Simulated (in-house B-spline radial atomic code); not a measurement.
Spin-orbit splittings of orbital energies (j = l + 1/2 less j = l - 1/2) and ratios of mean radii (lower j over upper j) along the 7-electron series, configuration [He] 2s2 2p3. Computed with a radial B-spline atomic code at the basis-set limit: Dirac-Hartree-Fock, average of the configuration, finite nuclei.

| ion | Z | splitting of 2p (eV) | radius ratio of 2p |
| --- | --- | --- | --- |
| Os69+ | 76 | 1642.95 | 0.88709 |
| Ir70+ | 77 | 1745.1 | 0.88369 |
| Pt71+ | 78 | ? | ? |
| Au72+ | 79 | 1965.45 | 0.87668 |
| Hg73+ | 80 | ? | ? |
| Tl74+ | 81 | 2208.85 | 0.86939 |
| Pb75+ | 82 | 2339.86 | 0.86563 |
| Bi76+ | 83 | 2477.46 | 0.86179 |

(1) Fill in the row of Pt71+.

(2) Fill in the row of Hg73+.

(3) With what power of Z does the column «splitting of 2p (eV)» change over this range?

Answers

(1) splitting of 2p (eV): 1852.52; radius ratio of 2p: 0.88022.

(2) splitting of 2p (eV): 2084.14; radius ratio of 2p: 0.87307.

(3) A fit of the logarithm of its size against log Z from Z = 76 to 83 has slope 4.66. An unscreened hydrogenic electron would give 4 at low Z; screening makes the apparent power larger near the neutral end, and relativity raises it again at high Z.
